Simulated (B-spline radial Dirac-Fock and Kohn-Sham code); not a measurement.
**Levels of muonic ¹¹⁸Cd**

Nucleus: ¹¹⁸Cd, Fermi distribution (skin thickness 2.3 fm), rms radius 4.6246 fm (measured, Angeli and Marinova 2013).

Level of theory: the Dirac equation of a negative muon with reduced mass in the field of a spherical finite nucleus, with the Uehling potential to all orders; nuclear polarisation, deformation, hyperfine structure, self-energy, higher-order vacuum polarisation, relativistic recoil and electron screening are left out; an atomic code on a B-spline grid.

```
level  binding (keV)  point nucleus, no QED (keV)  vacuum polarisation (keV)  ⟨r⟩ (fm)
1s1/2           4889                         6687                     33.529      10.5
2s1/2           1424                         1685                      7.127      36.3
2p1/2           1670                         1685                      9.429      25.7
2p3/2           1630                         1631                      8.803      26.5
3s1/2          663.0                        743.0                      2.426      78.0
3p1/2          737.3                        743.0                      2.936      64.9
3p3/2          726.2                        727.0                      2.784      66.0
3d3/2          729.3                        727.0                      2.394      55.0
3d5/2          724.3                        722.0                      2.331      55.6
```

Question: By how much does the finite nuclear size lower the 1s binding energy?

Answer: By 1832 keV, 27.39 % of the point-nucleus value (point value plus vacuum polarisation less the binding energy). The 1s orbit has ⟨r⟩ = 10.5 fm.

Values without a named source are computed, but for edge energies of neutral atoms, which are taken from tables.
